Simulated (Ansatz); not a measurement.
Molecule: SiBr2, net charge 0, singlet state. 
Structure (B3LYP-D3(BJ)/def2-TZVP (Ansatz, a first-principles code) minimum search):
```xyz
3

Si     0.0168     0.0210     1.1850
Br     0.9530    -1.4915    -0.2242
Br    -0.9597     1.4831    -0.2498
```
Charge 0, spin multiplicity 1.

Basis-set convergence of Hartree-Fock and CCSD(T) correlation energies (hartree) with Ansatz. Valence correlation only, unless marked. No spin-orbit coupling. The frozen core is the preceding noble-gas configuration, with the filled d and f shells of earlier blocks. No relativistic terms.

The Hartree-Fock reference is unstable (checked in the largest basis), which strains HF and MP2. 

| basis | functions | E(HF) | E(corr, CCSD(T)) |
|---|---|---|---|
| def2-SVP | 82 | -5433.10260 | -0.35617 |
| def2-TZVPP | 138 | -5433.83778 | -0.47325 |
| def2-QZVPP | 248 | -5433.94485 | -0.51724 |

Extrapolating the two largest sets (X = 3 and 4) as X^-3: E(corr) = (64·(-0.51724) - 27·(-0.47325))/37 = -0.5493 Eh, an estimate of the basis-set limit. The largest set recovers 94.2 % of it, the smallest 64.8 %.
